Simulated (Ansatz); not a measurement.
C4H13NSi, SMILES `CN(C)[SiH](C)C`, relaxed with RKS PBE0-D4/def2-TZVP in the Gaussian-basis code of Ansatz from a PBE-D4/def2-SVP geometry. The force threshold is 0.005 eV/Å; the program also tests the step.

Charge 0, multiplicity 1.

Start:

```xyz
19

C    -0.895    1.622   -0.411
N    -0.922    0.310    0.201
C    -2.209   -0.347    0.109
Si    0.550   -0.627    0.443
C     1.222   -1.431   -1.137
C     1.885    0.477    1.196
H    -1.661    2.293    0.045
H    -1.102    1.604   -1.513
H     0.091    2.108   -0.267
H    -2.189   -1.320    0.641
H    -2.534   -0.546   -0.945
H    -3.010    0.274    0.578
H     0.164   -1.720    1.408
H     0.464   -2.095   -1.600
H     1.501   -0.662   -1.887
H     2.125   -2.043   -0.927
H     1.508    1.005    2.095
H     2.253    1.236    0.475
H     2.757   -0.139    1.497
```

Problem. By how much does the energy fall, and how many steps does the optimiser take? (Best estimate.)

Solution. Computed: 2.08 kcal/mol, in 9 steps.

Problem. Which bonds change most? (Estimate.)

Solution. The calculation gave: N2–Si4 from 1.761 to 1.727 Å; Si4–C5 from 1.896 to 1.876 Å; Si4–C6 from 1.888 to 1.869 Å; C3–H11 from 1.121 to 1.102 Å.

Problem. Give the relaxed structure. (Best estimate.)

Solution. Computed: 
```xyz
19

C    -0.889    1.624   -0.379
N    -0.905    0.309    0.210
C    -2.177   -0.355    0.077
Si    0.538   -0.609    0.445
C     1.189   -1.432   -1.109
C     1.873    0.484    1.163
H    -1.660    2.260    0.075
H    -1.078    1.608   -1.464
H     0.074    2.111   -0.215
H    -2.153   -1.326    0.577
H    -2.464   -0.523   -0.973
H    -2.975    0.239    0.542
H     0.169   -1.685    1.410
H     0.435   -2.089   -1.552
H     1.470   -0.689   -1.861
H     2.073   -2.039   -0.892
H     1.517    1.015    2.049
H     2.231    1.222    0.441
H     2.732   -0.126    1.455
```
